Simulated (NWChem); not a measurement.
Molecule: Si₂NH₆, doublet; SMILES [SiH2]N[SiH3]

```xyz
9

Si    -0.1488    -1.6253    -0.0730
N      0.6092    -0.0549     0.0150
Si    -0.1346     1.5255    -0.0123
H     -1.5116    -1.5032     0.5390
H      0.6841    -2.6148     0.6916
H      1.6192    -0.0639    -0.1129
H     -1.5683     1.3474     0.3579
H     -0.0613     2.1856    -1.3545
H      0.5406     2.4302     0.9684
```
Atoms are numbered in this order, from 1.

Results from NWChem. Spin-unrestricted. The geometry was optimised at PBE0/def2-SVP, spin-unrestricted. No stability test was run on the SCF state. Level PBE/def2-SVP: single points from the atomic guess with DIIS by default; each run changes one setting, and all converged runs end within 0.3 mHa of each other. NWChem's automatic level shift, which a small gap switches on, acted in some of these runs.

Task: Which setting needs the most SCF iterations, or fails (occupation smearing of 0.005 Ha; defaults; no level shifting; core-Hamiltonian guess; DIIS on 3 Fock matrices)?

Result: core-Hamiltonian guess, with 30 against 8 for the defaults.
```
setting                          SCF iterations
-------------------------------  --------------
defaults                                      8
core-Hamiltonian guess                       30
no level shifting                             8
occupation smearing of 0.005 Ha               8
DIIS on 3 Fock matrices                       9
```
